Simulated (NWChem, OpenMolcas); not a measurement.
**NWChem → OpenMolcas**

This NWChem 7.3.0 job computes SnSiH5O (SMILES [SiH3][O][SnH2]):

work.nw:
```
start work
title "H5OSiSn"
memory total 2200 mb
charge 0

geometry units atomic noautosym nocenter noautoz
  Si -1.39442891  2.03164456 -0.90858032
  O   1.10908026  0.57863414  0.14891042
  Sn  1.80752304 -2.51730417  2.09381655
  H  -3.54871669  0.24131803 -1.24495157
  H  -0.80237771  3.20573140 -3.39130250
  H  -2.21759361  4.04836028  0.87286450
  H   5.03687601 -2.81399117  1.79618468
  H   0.18405932 -4.88248539  0.52761153
end

basis spherical bse
  Si library 3-21G
  O library 3-21G
  Sn library 3-21G
  H library 3-21G
end

scf
  doublet
  uhf
  thresh 1e-08
  maxiter 80
end

task scf gradient
```

```bash
$ nwchem work.nw > work.out
```

Geometry: relaxed at PBE0-D4/def2-TZVP. This is one conformer, not always the lowest.

The run is non-relativistic. The shape isn't stationary at this level (largest force 2.0 eV/Å).

It gives a total energy of -6361.034859 Eh.

Task: Translate the job to OpenMolcas 26.06 as an input file of the program's own.

Result: One way, which was run:

run.inp:
```
* H5OSiSn Hartree-Fock

&GATEWAY
  BasLib=$CurrDir
  Coord
  8
  angstrom
  Si      -0.737900       1.075100      -0.480800
  O        0.586900       0.306200       0.078800
  Sn       0.956500      -1.332100       1.108000
  H       -1.877900       0.127700      -0.658800
  H       -0.424600       1.696400      -1.794600
  H       -1.173500       2.142300       0.461900
  H        2.665400      -1.489100       0.950500
  H        0.097400      -2.583700       0.279200
  Basis=3-21G
  Group=NoSym

&SEWARD

&SCF
  UHF
  Spin=2
  Thresholds=1e-10 1e-07 1e-07 1e-05
  PrOrbitals=1

&ALASKA
```

```bash
$ export MOLCAS_MEM=1860
$ pymolcas run.inp > run.log
```

(Basis files named in the input come from the Basis Set Exchange and aren't shown.)

Its energy is -6361.034859 Eh, the same as the first but for the last digit, at most.
